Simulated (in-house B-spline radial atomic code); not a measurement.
Ionising Rb6+ with different functionals

Computed with a radial B-spline atomic code at the basis-set limit: non-relativistic Hamiltonian, point nucleus, spin-polarised at highest spin, spherical fractional occupations for the functionals, the average over the highest-spin determinants for Hartree-Fock. The ionisation energy is the difference of two self-consistent energies, [Ar] 3d10 4s2 4p1 → [Ar] 3d10 4s2, without Breit or QED terms; ε is the level of the shell that loses the electron (its least bound occupied spin orbital). There is no spin-orbit coupling in this Hamiltonian.

Hybrids are left out here: with spherical fractional occupations of an open shell their exact exchange keeps a self-interaction that integer-occupation calculations don't have.

```
           method          rung  ΔSCF (eV)  -ε(4p) (eV)
     Hartree-Fock  Hartree-Fock      96.91        97.13
         LDA VWN5           LDA      98.27        90.84
         LDA PW92           LDA      98.26        90.83
LDA exchange-only           LDA      96.78        89.43
              PBE           GGA      97.82        90.52
           PBEsol           GGA      97.88        90.58
             BLYP           GGA      97.94        90.51
             RPBE           GGA      97.65        90.42
             PW91           GGA      98.00        90.67
             BP86           GGA      98.03        90.69
             AM05           GGA      97.87        90.57
             OLYP           GGA      97.69        90.60
             TPSS      meta-GGA      97.72        90.55
             SCAN      meta-GGA      97.82        90.76
           r2SCAN      meta-GGA      97.74        90.73
            M06-L      meta-GGA      97.27        90.07
          revTPSS      meta-GGA      97.65        90.52
```

Problem. How do they compare with the NIST value?

Solution. NIST lists 98.67 eV ± 0.04 (semi-empirical, ground level to ground level). Errors run from -1.89 to -0.40 eV; LDA VWN5 is closest (-0.40 eV), though others lie within the uncertainty of it, and part of that can be cancellation, since the calculations leave out relativity, Breit-QED terms, multiplet and fine-structure energies. Hartree-Fock also lacks correlation.
